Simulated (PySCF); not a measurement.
Isomers of C6H9F3, from PBE0-D3(BJ)/def2-SVP geometry optimisation, gas phase in PySCF 2.14.0. One conformer each, no zero-point energy, no frequencies.

Question: Which isomer lies lower at this level?
A. `[CH2:1]=[CH:2][C@H:3]([CH2:4][CH3:5])[C:6]([F:7])([F:8])[F:9]` with C1–C2–C3–C4 -114°, C2–C3–C4–C5 64°: A = 2040, B = 1299, C = 965.9 MHz, dipole 2.20 D
B. `[CH3:1][CH2:2][CH2:3][CH2:4][C:5]([F:6])=[C:7]([F:8])[F:9]` with C1–C2–C3–C4 -179°, C2–C3–C4–C5 176°, C3–C4–C5–F6 -64°: A = 3366, B = 656.8, C = 588.8 MHz, dipole 1.92 D

Answer: A. That is `FC([C@H](C=C)CC)(F)F`, 21.9 kcal/mol below the other.

```tsv
SMILES	mapped SMILES	E (Eh)	relative (kcal/mol)	relative (kJ/mol)	dipole (D)
C=C[C@H](CC)C(F)(F)F	[CH2:1]=[CH:2][C@H:3]([CH2:4][CH3:5])[C:6]([F:7])([F:8])[F:9]	-532.63609	0.0	0.0	2.20
CCCCC(F)=C(F)F	[CH3:1][CH2:2][CH2:3][CH2:4][C:5]([F:6])=[C:7]([F:8])[F:9]	-532.60118	21.9	91.7	1.92
```
